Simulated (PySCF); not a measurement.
# [BiF3]2+: one run

[BiF3]2+ (singlet). PySCF 2.14.0, RKS PBE0, Bi def2-SVP with ECP60, F def2-SVP; non-relativistic Hamiltonian with scalar-relativistic core potentials where named; density fitting; no spin-orbit coupling. Purpose: singlet excitations, Tamm-Dancoff PBE0.

```python
mol = gto.M(atom='''
Bi    -0.03334    -0.00001    -0.00000
F      1.96848    -0.00139     0.00000
F     -0.96620     1.77102     0.00000
F     -0.96894    -1.76962     0.00000''',
    basis={'Bi': 'def2-SVP', 'F': 'def2-SVP'},
    ecp={'Bi': 'def2-SVP'},
    charge=2, spin=0)
mf = dft.RKS(mol, xc='PBE0')
mf.grids.atom_grid = (50, 194)
mf = mf.density_fit()  # fitting sets: Bi def2-universal-JKFIT, F def2-universal-JKFIT
mf.conv_tol = 1e-08; mf.max_cycle = 55
mf.kernel(dm0)  # dm0: converged density of the relaxed state
td = mf.TDA(); td.nstates = 8; td.kernel()
```

Run from Python with OMP_NUM_THREADS=2; the lines above give its settings. Where DIIS fails, smearing, a level shift and second-order steps follow.
It took 18 s on 2 threads of Arm Neoverse N1, on a shared host, from an already converged density.

(1) Where do the frontier levels lie, over both spins?

(2) What are the Mulliken charges and spins?

(3) Which singlet excitations follow (Tamm-Dancoff, 8 states)?

The geometry was relaxed with PBE (Bi def2-SVP with ECP60, F def2-SVP).

## Answers

(1) HOMO -25.95 eV, LUMO -21.77 eV. 

(2) 
```
atom  charge (e)  spin (e)
 Bi1       2.194     0.000
  F2      -0.069     0.000
  F3      -0.063     0.000
  F4      -0.063     0.000
```

(3) 
| state | eV | oscillator strength |
| --- | --- | --- |
| 1 | 2.13 | 0.0002 |
| 2 | 2.17 | 0.0000 |
| 3 | 2.22 | 0.0000 |
| 4 | 2.39 | 0.0056 |
| 5 | 2.41 | 0.0062 |
| 6 | 2.78 | 0.0061 |
| 7 | 5.66 | 0.0769 |
| 8 | 5.80 | 0.0839 |
Functionals without range separation put charge-transfer states too low; the basis has no diffuse functions.
